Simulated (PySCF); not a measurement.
HOSi, doublet, geometry from GFN2-xTB. Base run: PySCF with DF-R2SCAN/pcseg-1.

The PySCF input:
```python
from pyscf import gto, scf, dft

mol = gto.Mole()
mol.atom = '''
    O     0.935165   -0.417181   -0.004275
    Si   -0.411307    0.264718    0.008311
    H    -1.723023   -0.368613   -0.082152
'''
mol.basis = 'pcseg-1'
mol.charge = 0
mol.spin = 1
mol.verbose = 3
mol.build()

mf = dft.UKS(mol)
mf.xc = 'r2scan'
mf = mf.density_fit(auxbasis='def2-universal-jkfit')
mf.kernel()
mf.analyze()
```

The base run was repeated with changes; each row names its change, and settings that it needs were set with it.

| change | basis functions | E (Eh) | HOMO (eV) | dipole (D) | core-seconds (rough) |
|---|---|---|---|---|---|
| base | 37 | -365.16556 | -6.03 | 3.21 | 4 |
| basis = pcseg-0 | 24 | -364.60484 | -5.81 | 2.83 | 3 |
| basis = def2-SV(P) | 34 | -365.03796 | -5.93 | 2.92 | 4 |
| basis = pc-1 | 37 | -365.17806 | -5.98 | 3.19 | 4 |
| basis = def2-SVP | 37 | -365.04056 | -5.92 | 2.91 | 4 |
| basis = cc-pV(D+d)Z | 42 | -365.20208 | -5.90 | 2.95 | 4 |
| basis = aug-pcseg-1 | 59 | -365.17212 | -6.14 | 3.28 | 5 |
| basis = cc-pVTZ | 78 | -365.24227 | -6.03 | 3.07 | 6 |
| basis = pcseg-2 | 78 | -365.24839 | -6.07 | 3.31 | 8 |
| basis = cc-pV(T+d)Z | 83 | -365.24746 | -6.05 | 3.10 | 8 |
| basis = def2-TZVPP | 87 | -365.24589 | -6.08 | 3.18 | 9 |
| basis = aug-cc-pVTZ | 119 | -365.24497 | -6.10 | 3.22 | 10 |
| basis = def2-QZVPP | 157 | -365.26103 | -6.12 | 3.24 | 20 |

Totals compare only among sets that treat the same electrons; sets with core potentials leave the core out.

Open shells are given as the SCF converged; they aren't shown to be the lowest states, and a large step between rows can be another state.
